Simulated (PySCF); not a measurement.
Species: `CO[C@]1(F)C=COC1`. The columns A, B, C and D hold Mulliken, IAO, Hirshfeld and ESP-fitted charges (e) of one PBE0/pcSseg-1 density (PySCF), in a shuffled order. Coordinates in Å (GFN2-xTB); the density's dipole moment is (0.53, 0.65, -1.40) D.

| atom | x | y | z | A | B | C | D |
| --- | --- | --- | --- | --- | --- | --- | --- |
| C1 | 2.186 | -0.087 | -0.482 | -0.214 | -0.031 | -0.161 | -0.042 |
| O2 | 1.207 | 0.288 | 0.476 | -0.376 | -0.493 | -0.393 | -0.141 |
| C3 | -0.023 | -0.315 | 0.335 | +0.454 | +0.244 | +0.652 | +0.156 |
| F4 | 0.151 | -1.695 | 0.552 | -0.349 | -0.338 | -0.303 | -0.138 |
| C5 | -0.776 | -0.092 | -0.948 | -0.307 | -0.178 | -0.495 | -0.124 |
| C6 | -1.934 | 0.485 | -0.646 | +0.081 | +0.207 | +0.118 | +0.040 |
| O7 | -2.142 | 0.722 | 0.665 | -0.328 | -0.456 | -0.283 | -0.115 |
| C8 | -1.007 | 0.252 | 1.377 | -0.081 | +0.194 | -0.049 | -0.002 |
| H9 | 3.117 | 0.354 | -0.135 | +0.164 | +0.127 | +0.136 | +0.055 |
| H10 | 1.939 | 0.305 | -1.472 | +0.131 | +0.103 | +0.099 | +0.040 |
| H11 | 2.288 | -1.174 | -0.529 | +0.144 | +0.115 | +0.114 | +0.039 |
| H12 | -0.421 | -0.386 | -1.913 | +0.167 | +0.105 | +0.202 | +0.052 |
| H13 | -2.731 | 0.795 | -1.298 | +0.174 | +0.116 | +0.147 | +0.071 |
| H14 | -1.316 | -0.524 | 2.080 | +0.170 | +0.142 | +0.110 | +0.054 |
| H15 | -0.543 | 1.080 | 1.917 | +0.170 | +0.143 | +0.106 | +0.053 |

Problem. Which column most likely holds the ESP-fitted charges?

Solution. C. Σ q r misses the density's dipole by 0.02 D (C), 0.72 D (A), 0.75 D (B), 0.97 D (D). Charges fitted to the outside potential are the only set here that is tied to the molecule's multipoles.

Problem. And the Hirshfeld charges?

Solution. D. The mean sizes are 0.075 e (D), 0.200 e (B), 0.221 e (A), 0.225 e (C), and Hirshfeld charges are commonly the smallest of these schemes.

As computed, A = IAO, B = Mulliken, C = ESP-fitted, D = Hirshfeld. Hydrogens on carbon: IAO +0.13 to +0.17, Mulliken +0.10 to +0.14, ESP-fitted +0.10 to +0.20, Hirshfeld +0.04 to +0.07 e.

The IAO scheme projects the occupied orbitals on a minimal set of polarised atomic orbitals and counts the electrons in each atom's part of it. The Hirshfeld scheme weights the molecular density at each point by an atom's share of the summed free-atom densities.

Geometry: GFN2-xTB, one conformer, isolated molecule.

Shape of the structure used: `[CH3:1][O:2][C@:3]1([F:4])[CH:5]=[CH:6][O:7][CH2:8]1`: C1–O2–C3–F4 64°.
